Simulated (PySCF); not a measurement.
## SMILES C(Cl)Br, CH2BrCl

Geometry:
| atom | x (Å) | y (Å) | z (Å) |
| --- | --- | --- | --- |
| Cl1 | -1.160 | -1.247 | 0.040 |
| C2 | 0.150 | -0.078 | -0.003 |
| Br3 | -0.462 | 1.751 | -0.049 |
| H4 | 0.749 | -0.193 | 0.894 |
| H5 | 0.736 | -0.243 | -0.901 |

Computed with TDDFT CAM-B3LYP/aug-cc-pVTZ excited states, vertical, gas phase (PySCF 2.14.0). Geometry: PBE0-D3(BJ)/def2-TZVP.

The calculation is non-relativistic, which matters for the atoms heavier than Zn.

Task: Give the one- and two-photon strengths of the lowest singlets.

Result: δ for parallel linear polarisation; σ at the peak of a Lorentzian of half width 0.1 eV, single beam; Ω is circular over linear.
```tsv
state	E (eV)	f	photon λ (nm)	δ (au)	σ (GM)	Ω	main
S1	5.94	0.000	418	1.01	0.01	1.50	HOMO→LUMO 0.65, HOMO→LUMO+1 0.24
S2	6.07	0.006	408	2.36	0.03	1.15	HOMO−1→LUMO 0.64, HOMO−1→LUMO+1 0.21
S3	7.00	0.000	354	1.79	0.03	1.50	HOMO−3→LUMO 0.58, HOMO−3→LUMO+1 0.14
S4	7.13	0.030	348	14.5	0.27	0.62	HOMO−2→LUMO 0.60, HOMO−2→LUMO+1 0.10
S5	7.30	0.046	340	17.7	0.35	1.50	HOMO→LUMO+1 0.61, HOMO→LUMO 0.20
S6	7.40	0.064	335	56.1	1.13	0.84	HOMO−1→LUMO+1 0.61, HOMO−1→LUMO 0.17
```

Among these, the strongest one-photon state is S6, the strongest two-photon state S6, with a dipole change of 3.5 D (relaxed, norm of the difference vector).
